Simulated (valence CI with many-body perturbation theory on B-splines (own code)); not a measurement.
# Ba LI: electric-dipole lines

Method: valence CI with perturbative core correlation (CI+MBPT): four valence electrons over a frozen Dirac-Fock core [He], radial functions for each j: 11 s, 11 p, 9 d, 7 f, 5 g, 2 h, 1 i, with the one-electron correlation potential Σ1, the two-electron term Σ2, the three-electron term Σ3, Breit, model QED; selected CI, second order for the rest (own B-spline code, finite nucleus).

The last digits are not significant, and no measured levels were compared; by estimate large intervals hold to a few tenths of a per cent, small ones and those within an open d or f shell to about a per cent. Among the levels kept, up to 290 cm⁻¹ of a level comes from second order outside the variational space, and about a tenth of that is noise between levels of different J, which matters for small intervals.

Lines 51 to 100 of 281 in falling wavelength, among levels below 6384.6 eV, chosen from the strongest by gf and those to the six lowest levels. Wavelengths and rates use the calculated energies. Electric multipoles are in the length gauge, E1 and E2 with the static RPA response of the core. Weak lines are less certain than strong ones. Lines between different terms over intervals too small for the method are left out, as are lines whose strength nearly cancels. The highest levels of a list are the least certain.

Levels are named by their leading jj configuration (3d3/2^4 stands for four electrons in 3d with j = 3/2), which in mixed levels can hold well under half, so a name can repeat and another be missing. Letters in brackets count levels of one name in rising energy.

| λ vac (nm) | Upper | Lower | A (s⁻¹) | S (a.u.) with core polarisation | S without |
| --- | --- | --- | --- | --- | --- |
| 6.229 | (2s 2p1/2 2p3/2 3p3/2) J=1 [d] | (2s 2p1/2 2p3/2 3s) J=1 [b] | 8.58e+10 | 3.07e-02 | 3.07e-02 |
| 6.185 | (2s 2p1/2 2p3/2 3p3/2) J=2 [a] | (2s 2p1/2 2p3/2 3s) J=2 [a] | 6.33e+10 | 3.70e-02 | 3.70e-02 |
| 6.175 | (2s^2 2p1/2 3p3/2) J=1 | (2s^2 2p1/2 3s) J=0 | 8.88e+10 | 3.10e-02 | 3.10e-02 |
| 6.149 | (2s 2p1/2^2 3p3/2) J=2 | (2s 2p1/2^2 3s) J=1 | 7.20e+10 | 4.13e-02 | 4.13e-02 |
| 6.137 | (2s^2 2p3/2 3p3/2) J=2 | (2s^2 2p3/2 3s) J=2 | 4.64e+10 | 2.65e-02 | 2.64e-02 |
| 6.072 | (2p1/2^2 2p3/2 3s) J=2 | (2s 2p1/2 2p3/2 3s) J=1 [b] | 4.05e+10 | 2.24e-02 | 2.24e-02 |
| 6.009 | (2s 2p1/2 2p3/2 3d3/2) J=2 [e] | (2s 2p1/2 2p3/2 3p1/2) J=2 [c] | 3.96e+10 | 2.12e-02 | 2.12e-02 |
| 6.000 | (2s 2p1/2 2p3/2 3p3/2) J=3 [b] | (2s 2p1/2 2p3/2 3s) J=3 | 8.32e+10 | 6.21e-02 | 6.21e-02 |
| 5.160 | (2s 2p1/2 2p3/2^2) J=1 [a] | (2s^2 2p3/2^2) J=2 | 1.22e+10 | 2.47e-03 | 2.48e-03 |
| 5.096 | (2s 2p1/2^2 2p3/2) J=1 | (2s^2 2p1/2 2p3/2) J=2 | 2.58e+10 | 5.06e-03 | 5.07e-03 |
| 4.949 | (2s 2p1/2 2p3/2^2) J=2 [b] | (2s^2 2p3/2^2) J=2 | 1.39e+10 | 4.15e-03 | 4.16e-03 |
| 4.884 | (2s 2p1/2 2p3/2^2) J=1 [b] | (2s^2 2p3/2^2) J=2 | 3.19e+09 | 5.50e-04 | 5.52e-04 |
| 4.779 | (2s 2p1/2^2 2p3/2) J=1 | (2s^2 2p1/2 2p3/2) J=1 | 5.67e+09 | 9.16e-04 | 9.18e-04 |
| 4.501 | (2p1/2^2 2p3/2^2) J=2 | (2s 2p1/2 2p3/2^2) J=3 | 6.99e+10 | 1.57e-02 | 1.58e-02 |
| 2.170 | (2s 2p1/2 2p3/2^2) J=2 [a] | (2s^2 2p1/2 2p3/2) J=1 | 2.33e+11 | 5.89e-03 | 5.90e-03 |
| 2.096 | (2s 2p1/2 2p3/2^2) J=3 | (2s^2 2p1/2 2p3/2) J=2 | 2.17e+11 | 6.90e-03 | 6.92e-03 |
| 2.009 | (2s 2p3/2^3) J=2 | (2s^2 2p3/2^2) J=2 | 8.44e+11 | 1.69e-02 | 1.69e-02 |
| 2.005 | (2s 2p1/2 2p3/2 3d5/2) J=2 [b] | (2s^2 2p1/2 3d3/2) J=2 | 4.72e+11 | 9.39e-03 | 9.40e-03 |
| 1.996 | (2s 2p1/2 2p3/2 3d5/2) J=3 [c] | (2s^2 2p1/2 3d5/2) J=2 | 8.67e+11 | 2.38e-02 | 2.39e-02 |
| 1.993 | (2s 2p1/2 2p3/2 3d5/2) J=4 [c] | (2s^2 2p1/2 3d5/2) J=3 | 7.80e+11 | 2.74e-02 | 2.75e-02 |
| 1.989 | (2p1/2 2p3/2^3) J=1 | (2s 2p1/2 2p3/2^2) J=1 [a] | 8.62e+11 | 1.00e-02 | 1.01e-02 |
| 1.988 | (2p1/2^2 2p3/2^2) J=2 | (2s 2p1/2^2 2p3/2) J=1 | 6.64e+11 | 1.29e-02 | 1.29e-02 |
| 1.986 | (2s 2p1/2 2p3/2 3p3/2) J=3 [c] | (2s^2 2p1/2 3p3/2) J=2 | 8.68e+11 | 2.35e-02 | 2.35e-02 |
| 1.971 | (2p3/2^4) J=0 | (2s 2p3/2^3) J=1 | 3.29e+12 | 1.24e-02 | 1.25e-02 |
| 1.969 | (2p1/2 2p3/2^3) J=2 | (2s 2p1/2 2p3/2^2) J=2 [b] | 1.41e+12 | 2.66e-02 | 2.67e-02 |
| 1.966 | (2s 2p1/2 2p3/2 3d3/2) J=3 [c] | (2s^2 2p1/2 3d3/2) J=2 | 7.01e+11 | 1.84e-02 | 1.84e-02 |
| 1.961 | (2s 2p1/2 2p3/2 3p1/2) J=1 [c] | (2s^2 2p1/2 3p1/2) J=0 | 9.62e+11 | 1.07e-02 | 1.08e-02 |
| 1.960 | (2s 2p1/2 2p3/2 3p1/2) J=2 [c] | (2s^2 2p1/2 3p1/2) J=1 | 8.94e+11 | 1.66e-02 | 1.66e-02 |
| 1.960 | (2s 2p1/2 2p3/2 3p1/2) J=1 [b] | (2s^2 2p1/2 3p1/2) J=1 | 1.00e+12 | 1.12e-02 | 1.12e-02 |
| 1.958 | (2s 2p1/2 2p3/2 3d3/2) J=1 [d] | (2s^2 2p1/2 3d3/2) J=1 | 7.34e+11 | 8.16e-03 | 8.18e-03 |
| 1.957 | (2s 2p1/2 2p3/2 3p3/2) J=2 [d] | (2s^2 2p1/2 3p3/2) J=2 | 9.68e+11 | 1.79e-02 | 1.79e-02 |
| 1.954 | (2s 2p1/2 2p3/2 3s) J=1 [b] | (2s^2 2p1/2 3s) J=0 | 7.58e+11 | 8.38e-03 | 8.39e-03 |
| 1.954 | (2s 2p1/2 2p3/2 3d3/2) J=2 [e] | (2s^2 2p1/2 3d3/2) J=1 | 7.44e+11 | 1.37e-02 | 1.37e-02 |
| 1.953 | (2s 2p1/2 2p3/2 3s) J=1 [c] | (2s^2 2p1/2 3s) J=1 | 8.64e+11 | 9.53e-03 | 9.55e-03 |
| 1.946 | (2s 2p1/2 2p3/2 3d3/2) J=1 [c] | (2s^2 2p1/2 3d3/2) J=2 | 1.13e+12 | 1.23e-02 | 1.23e-02 |
| 1.944 | (2p1/2^2 2p3/2 3s) J=2 | (2s^2 2p1/2 3p3/2) J=1 | 6.31e+11 | 1.14e-02 | 1.15e-02 |
| 1.943 | (2s 2p1/2 2p3/2 3p3/2) J=2 [c] | (2s 2p1/2^2 3s) J=1 | 6.45e+11 | 1.17e-02 | 1.17e-02 |
| 1.941 | (2s 2p1/2 2p3/2 3d3/2) J=2 [c] | (2s 2p1/2^2 3p1/2) J=1 | 4.94e+11 | 8.91e-03 | 8.93e-03 |
| 1.940 | (2s 2p1/2 2p3/2 3s) J=2 [c] | (2s^2 2p1/2 3s) J=1 | 8.07e+11 | 1.46e-02 | 1.46e-02 |
| 1.934 | (2s 2p1/2 2p3/2 3p3/2) J=1 [d] | (2s^2 2p1/2 3p3/2) J=2 | 6.62e+11 | 7.09e-03 | 7.10e-03 |
| 1.931 | (2s 2p1/2 2p3/2 3d3/2) J=2 [d] | (2s^2 2p1/2 3d3/2) J=2 | 3.94e+11 | 7.00e-03 | 7.01e-03 |
| 1.918 | (2s 2p1/2 2p3/2^2) J=1 [a] | (2s^2 2p1/2 2p3/2) J=2 | 5.86e+10 | 6.13e-04 | 6.14e-04 |
| 1.917 | (2s 2p1/2 2p3/2^2) J=0 | (2s^2 2p1/2 2p3/2) J=1 | 8.96e+11 | 3.11e-03 | 3.12e-03 |
| 1.901 | (2s 2p1/2^2 2p3/2) J=1 | (2s^2 2p1/2^2) J=0 | 1.07e+12 | 1.09e-02 | 1.09e-02 |
| 1.888 | (2s 2p1/2 2p3/2^2) J=2 [b] | (2s^2 2p1/2 2p3/2) J=2 | 1.57e+12 | 2.60e-02 | 2.61e-02 |
| 1.879 | (2s 2p1/2 2p3/2^2) J=1 [b] | (2s^2 2p1/2 2p3/2) J=2 | 1.21e+12 | 1.19e-02 | 1.19e-02 |
| 1.871 | (2s 2p1/2 2p3/2^2) J=1 [a] | (2s^2 2p1/2 2p3/2) J=1 | 1.60e+12 | 1.55e-02 | 1.56e-02 |
| 1.851 | (2p1/2^2 2p3/2^2) J=0 | (2s 2p1/2^2 2p3/2) J=1 | 1.81e+12 | 5.65e-03 | 5.66e-03 |
| 1.843 | (2s 2p1/2 2p3/2^2) J=2 [b] | (2s^2 2p1/2 2p3/2) J=1 | 9.83e+10 | 1.52e-03 | 1.52e-03 |
| 1.831 | (2s 2p3/2^3) J=1 | (2s^2 2p3/2^2) J=2 | 1.72e+12 | 1.56e-02 | 1.56e-02 |
